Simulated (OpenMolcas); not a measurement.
Os5+.

- Program: OpenMolcas
- Method: CASSCF
- Basis: ANO-RCC-VQZP [9s8p6d4f3g2h]
- Scalar Hamiltonian: DKH2, point nucleus
- Active space: 3 electrons in 10 orbitals (5d 6d)
- State averaging: 2S+1 = 4 even, 10 roots; 2S+1 = 2 even, 40 roots
- Spin-orbit coupling: state interaction with AMFI integrals over the reference wave functions, term energies averaged over their components

Levels without dynamic correlation, in cm⁻¹ above 5d³ ⁴F_3/2:

| Level | E |
| --- | --- |
| 5d³ ²D_5/2(1) | 37689 |
| 5d³ ⁴P_1/2 [66 %] | 19181 |
| 5d³ ²G_7/2 | 24514 |
| 5d³ ²P_1/2 [66 %] | 32242 |
| 5d³ ²F_5/2 | 45007 |
| 5d³ ²D_3/2(2) | 67081 |

On this reference, MS-CASPT2, IPEA 0.25 Eh, imaginary shift 0.1 Eh (closed shells correlated: 5s 5p) puts 5d³ ²D_5/2(1) at 34900 cm⁻¹.

**Question.** Estimate the other levels at that method by one scale factor, and say how well it serves.

**Answer.** The factor is 34900 / 37689 = 0.926. Scaled values beside those that MS-CASPT2 gives and measured ones (the list in Brasseur, Palmeri and Quinet, Atoms 13, 11 (2025)):
```tsv
Level	Scaled	MS-CASPT2	Miss (%)	Measured
5d³ ⁴P_1/2 [66 %]	17762	16890	+5.2	16772
5d³ ²G_7/2	22700	22870	-0.7	22920
5d³ ²P_1/2 [66 %]	29856	28760	+3.8	28860
5d³ ²F_5/2	41676	40540	+2.8	39601
5d³ ²D_3/2(2)	62117	61580	+0.9
```
For these levels the scaled values miss MS-CASPT2 by up to 5.2 %, as correlation changes each term by its own factor, spin-orbit parts do not scale and CASPT2 has its own spread within terms. This holds within one configuration; levels of others move differently, and the target method has errors of its own against measurement.

CASPT2 does not keep the components of a term degenerate, so their means are used; among the terms shown or strongly mixed into the levels shown the widest spread is 500 cm-1 (5d³ ⁴F, MS-CASPT2). Active for correlation alone: 6d; no level in the range computed is led by a configuration that fills it, so any true level of that kind is missing. Without dynamic correlation excited terms often stand tens of per cent too high (terms of higher spin than the ground term too low), and those without a measured partner can miss by more than the paired ones (holds for CASSCF). Computed and measured levels are paired by configuration, term and J; levels that our copy of the source lacks, or whose pairing is in doubt (as where it misses far off the trend of its configuration), stay unpaired and out of the deviations. Only configurations of the active space appear.

A share in square brackets marks a mixed level and gives the weight of the term that names it, the lowest over the columns. A number in round brackets counts repeated terms of one configuration in the order of the reference energies.
